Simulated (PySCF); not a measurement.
**Al²⁺ (aluminium, charge +2): r2SCAN calculation**

Configuration: [Ne] 3s1, 2S determinant. Computed with PySCF 2.14 in aug-cc-pCVTZ-DK, with scalar relativity by spin-free X2C-1e.

| Item | Value |
| --- | --- |
| Total energy | -241.8727 hartree |
| One-electron energy | -327.9950 hartree |
| Hartree (Coulomb) energy | 104.2586 hartree |
| Exchange-correlation energy | -18.1364 hartree |
| ⟨S²⟩ | 0.7501 |
| ⟨L²⟩ | 0.000 |
| Sum of ⟨r⟩ | 7.286 bohr |
| Sum of ⟨r²⟩ | 9.237 bohr² |
| Langevin diamagnetic susceptibility | -7.32 ×10⁻⁶ cm³/mol |

```json
{"shell": "1s α", "electrons": "1", "mean orbital energy (hartree)": "-56.66445", "rms radius, mean of both spins (bohr)": "0.139"}
{"shell": "1s β", "electrons": "1", "mean orbital energy (hartree)": "-56.65930", "rms radius, mean of both spins (bohr)": "0.139"}
{"shell": "2s α", "electrons": "1", "mean orbital energy (hartree)": "-4.85988", "rms radius, mean of both spins (bohr)": "0.681"}
{"shell": "2s β", "electrons": "1", "mean orbital energy (hartree)": "-4.85468", "rms radius, mean of both spins (bohr)": "0.681"}
{"shell": "2p α", "electrons": "3", "mean orbital energy (hartree)": "-3.37990", "rms radius, mean of both spins (bohr)": "0.674"}
{"shell": "2p β", "electrons": "3", "mean orbital energy (hartree)": "-3.37215", "rms radius, mean of both spins (bohr)": "0.674"}
{"shell": "3s α", "electrons": "1", "mean orbital energy (hartree)": "-0.90679", "rms radius, mean of both spins (bohr)": "2.35"}
```

Densities and radii are taken from the X2C orbitals without a picture-change correction, which distorts them close to the nucleus.
